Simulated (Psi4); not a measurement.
C4H12MgSi (SMILES C[C](C)(C)[Mg][SiH3]), singlet, geometry from GFN2-xTB (such geometries of metal compounds can be far from the true shape); HF/def2-SV(P) in Psi4.

Input for Psi4:
```
memory 2 GB

molecule mol {
0 1
  Mg   -0.797897   -0.469376    0.624959
  C     0.720697   -0.783723   -0.829519
  C     1.539946   -2.074880   -0.864204
  C     0.148670   -0.523544   -2.225284
  C     1.656687    0.376198   -0.482893
  H     2.358729   -2.004555   -1.593320
  H     0.916826   -2.925494   -1.144287
  H     1.981287   -2.280445    0.114610
  H    -0.485108   -1.353395   -2.547407
  H    -0.454214    0.394256   -2.228559
  H     0.944755   -0.402250   -2.971151
  H     1.102323    1.324052   -0.455885
  H     2.116880    0.222551    0.500773
  H     2.463753    0.483085   -1.217106
  Si   -1.499946    1.673502    1.753274
  H    -2.653231    1.842854    2.665934
  H    -1.747448    2.703172    0.706666
  H    -0.366538    2.235342    2.535793
}

set basis def2-sv(p)
set reference rhf

energy('scf')
print_variables()
```

### Question
Predict the main parts of the log of this Psi4 run.

### Answer

```
   => Loading Basis Set <=

    Name: DEF2-SV(P)
    Role: ORBITAL
    Keyword: BASIS

         ---------------------------------------------------------
                                   SCF
               by Justin Turney, Rob Parrish, Andy Simmonett
                          and Daniel G. A. Smith
                              RHF Reference
         ---------------------------------------------------------

  ==> Geometry <==

    Molecular point group: c1
    Full point group: C1

    Geometry (in Angstrom), charge = 0, multiplicity = 1:

       Center              X                  Y                   Z               Mass
    ------------   -----------------  -----------------  -----------------  -----------------
         MG          -0.743610555397    -0.466976269501     0.575518833402    23.985041697000
         C            0.774983444603    -0.781323269501    -0.878959166598    12.000000000000
         C            1.594232444603    -2.072480269501    -0.913644166598    12.000000000000
         C            0.202956444603    -0.521144269501    -2.274724166598    12.000000000000
         C            1.710973444603     0.378597730499    -0.532333166598    12.000000000000
         H            2.413015444603    -2.002155269501    -1.642760166598     1.007825032230
         H            0.971112444603    -2.923094269501    -1.193727166598     1.007825032230
         H            2.035573444603    -2.278045269501     0.065169833402     1.007825032230
         H           -0.430821555397    -1.350995269501    -2.596847166598     1.007825032230
         H           -0.399927555397     0.396655730499    -2.277999166598     1.007825032230
         H            0.999041444603    -0.399850269501    -3.020591166598     1.007825032230
         H            1.156609444603     1.326451730499    -0.505325166598     1.007825032230
         H            2.171166444603     0.224950730499     0.451332833402     1.007825032230
         H            2.518039444603     0.485484730499    -1.266546166598     1.007825032230
         SI          -1.445659555397     1.675901730499     1.703833833402    27.976926534650
         H           -2.598944555397     1.845253730499     2.616493833402     1.007825032230
         H           -1.693161555397     2.705571730499     0.657225833402     1.007825032230
         H           -0.312251555397     2.237741730499     2.486352833402     1.007825032230

  Running in c1 symmetry.

  Rotational constants: A =      0.13877  B =      0.03268  C =      0.03222 [cm^-1]
  Rotational constants: A =   4160.27480  B =    979.73669  C =    965.85333 [MHz]
  Nuclear repulsion =  317.786438454619486

  Charge       = 0
  Multiplicity = 1
  Electrons    = 62
  Nalpha       = 31
  Nbeta        = 31

  ==> Algorithm <==

  SCF Algorithm Type is DF.
  DIIS enabled.
  MOM disabled.
  Fractional occupation disabled.
  Guess Type is SAD.
  Energy threshold   = 1.00e-06
  Density threshold  = 1.00e-06
  Integral threshold = 1.00e-12

  ==> Primary Basis <==

  Basis Set: DEF2-SV(P)
    Blend: DEF2-SV(P)
    Number of shells: 64
    Number of basis functions: 116
    Number of Cartesian functions: 122
    Spherical Harmonics?: true
    Max angular momentum: 2

   => Loading Basis Set <=

    Name: (DEF2-SV(P) AUX)
    Role: JKFIT
    Keyword: DF_BASIS_SCF

  ==> Integral Setup <==

  SCF_SUBTYPE=INCORE selected. In-core MEM_DF algorithm will be used.
  Using in-core AOs.

  ==> MemDFJK: Density-Fitted J/K Matrices <==

    J tasked:                   Yes
    K tasked:                   Yes
    wK tasked:                   No
    Algorithm:                 Core
    Schwarz Cutoff:           1E-12
    Mask sparsity (%):       3.9388
    Fitting Condition:        1E-10

   => Auxiliary Basis Set <=

  Basis Set: (DEF2-SV(P) AUX)
    Blend: DEF2-UNIVERSAL-JKFIT
    Number of shells: 244
    Number of basis functions: 756
    Number of Cartesian functions: 888
    Spherical Harmonics?: true
    Max angular momentum: 4

  Minimum eigenvalue in the overlap matrix is 2.0126122139E-03.
  Reciprocal condition number of the overlap matrix is 2.7576188109E-04.
    Using symmetric orthogonalization.

  ==> Pre-Iterations <==

  SCF Guess: Superposition of Atomic Densities via on-the-fly atomic UHF (no occupation information).

   -------------------------
    Irrep   Nso     Nmo
   -------------------------
     A        116     116
   -------------------------
    Total     116     116
   -------------------------

  ==> Iterations <==

                           Total Energy        Delta E     RMS |[F,P]|

   @DF-RHF iter SAD:  -645.85831976541772   -6.45858e+02   0.00000e+00
   @DF-RHF iter   1:  -646.40847971960238   -5.50160e-01   4.87116e-03 ADIIS/DIIS
   @DF-RHF iter   2:  -646.58640549675090   -1.77926e-01   2.69704e-03 ADIIS/DIIS
   @DF-RHF iter   3:  -646.63966354461286   -5.32580e-02   4.98941e-04 ADIIS/DIIS
   @DF-RHF iter   4:  -646.64331427450441   -3.65073e-03   1.35673e-04 ADIIS/DIIS
   @DF-RHF iter   5:  -646.64354326327498   -2.28989e-04   2.99858e-05 DIIS
   @DF-RHF iter   6:  -646.64356188005877   -1.86168e-05   9.13745e-06 DIIS
   @DF-RHF iter   7:  -646.64356368041638   -1.80036e-06   2.52810e-06 DIIS
   @DF-RHF iter   8:  -646.64356388908868   -2.08672e-07   7.89411e-07 DIIS
  Energy and wave function converged.

  ==> Post-Iterations <==

    Orbital Energies [Eh]
    ---------------------

    Doubly Occupied:

[...]
      31A     -0.305564

    Virtual:

[...]
     116A      3.058800

    Final Occupation by Irrep:
              A
    DOCC [    31 ]
    NA   [    31 ]
    NB   [    31 ]

  @DF-RHF Final Energy:  -646.64356388908868

   => Energetics <=

    Nuclear Repulsion Energy =            317.7864384546194856
    One-Electron Energy =               -1524.8250409199274600
    Two-Electron Energy =                 560.3950385762193491
    Total Energy =                       -646.6435638890886821

Computation Completed

Properties will be evaluated at   0.000000,   0.000000,   0.000000 [a0]

Properties computed using the SCF density matrix

 Multipole Moments:

 ------------------------------------------------------------------------------------
     Multipole            Electronic (a.u.)      Nuclear  (a.u.)        Total (a.u.)
 ------------------------------------------------------------------------------------

 L = 1.  Multiply by 2.5417464519 to convert [e a0] to [Debye]
 Dipole X            :         -6.8416693            6.3603751           -0.4812941
 Dipole Y            :         -1.6394114            0.2811502           -1.3582611
 Dipole Z            :          5.9253026           -5.7925498            0.1327528
 Magnitude           :                                                    1.4471146

 ------------------------------------------------------------------------------------

  Variable Map:
  ----------------------------------------------------------------------------
[...]
  Array Variable Map:
  ----------------------------------------------------------------------------
[...]
[...]
```
